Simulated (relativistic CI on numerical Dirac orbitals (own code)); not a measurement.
# Spin-allowed bands of a d3 ion in a tetrahedral site, by hand

Problem. Take Δ = 3400 cm⁻¹ and B = 610 cm⁻¹ for a d3 ion in a tetrahedral site. Calculate the three spin-allowed bands.

Working.
1. The terms of highest spin are 4F (energy 0) and 4P (15B = 9150 cm⁻¹). Here the F term splits into A2 at +1.2Δ = 4080, T2 at +0.2Δ = 680 and T1 at −0.6Δ = -2040 cm⁻¹.
2. The two T1 states mix through the element 0.4Δ: H = [[-2040, 1360], [1360, 9150]], with roots ½(H₁₁ + H₂₂) ∓ ½√[(H₂₂ − H₁₁)² + 4H₁₂²] = ½(7110) ∓ ½(11516) = -2203 and 9313 cm⁻¹.
3. The ground term is 4T1 at -2203 cm⁻¹.
4. Bands: 4T2 2883 cm⁻¹ (3469 nm), 4A2 6283 cm⁻¹ (1592 nm), 4T1(P) 11516 cm⁻¹ (868 nm).

Check. Exact diagonalisation of the whole d3 shell with these parameters gives 4T2 2883, 4A2 6283, 4T1 11516 cm⁻¹. The match is exact, since without spin-orbit coupling no other term has this spin. The ratio of the second band to the first, 2.179, depends on Δ/B = 5.6 alone, which is how a Tanabe-Sugano diagram is read.
